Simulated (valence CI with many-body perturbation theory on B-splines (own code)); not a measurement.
# Kr XXIV in brief

Computed by valence CI with perturbative core correlation (CI+MBPT): three valence electrons over a frozen Dirac-Fock core [Ne], a basis of 11 s, 11 p, 10 d, 8 f, 5 g, 2 h functions for each j, with the one-electron correlation potential Σ1, the two-electron term Σ2, the three-electron term Σ3, Breit, model QED; selected CI, second order for the rest, scaled by the run's own slope (own B-spline code, finite nucleus).

No measured levels were compared; by estimate levels of excited configurations hold to 0.05 to 0.15 % of their energy, terms of the ground configuration to about 0.5 %.

Names give the largest LS component (configuration and term), which can be under half, so a name can repeat, a term be missing and a line seem to break the LS rules; names also repeat where a configuration has a term twice.

Rates and lifetimes use the calculated energies. Strong lines usually hold to 10 to 20 %, long lifetimes can be off by a factor of two.

(1) What is the ground level?

(2) Name the longest-lived excited levels whose lifetime is computed, and their main decay.

(3) How well does LS coupling describe the low levels?

(4) How is the term 2P° of the ground level split?

(5) What is the ionisation energy?

Results:

(1) 3s2 3p 2P°_1/2, composition 98 % 3s2 3p 2P°, g = 0.663.

(2) 3s2 3p 2P°_3/2 at 0.887 Ry lives 120 μs, mostly by M1 to 3s2 3p 2P°_1/2; 3s 3p2 4P_3/2 at 4.228 Ry lives 9.97 ns, mostly by E1 to 3s2 3p 2P°_3/2. The lifetime of 3s 3p 3d 4F°_9/2 is too uncertain to give, and may be longer.

(3) Among the lowest 20 levels the leading LS term, summed over configurations, holds 85 % on average. For single configurations the figures are 78 % in LS and 76 % in jj coupling. Terms mix most in the J = 3/2 level at 9.566 Ry, where the leading one holds 54 %.

(4) J = 1/2 at 0.000, J = 3/2 at 0.887 Ry.

(5) 1051.1 eV; NIST lists 1042 ± 5 eV (semi-empirical).
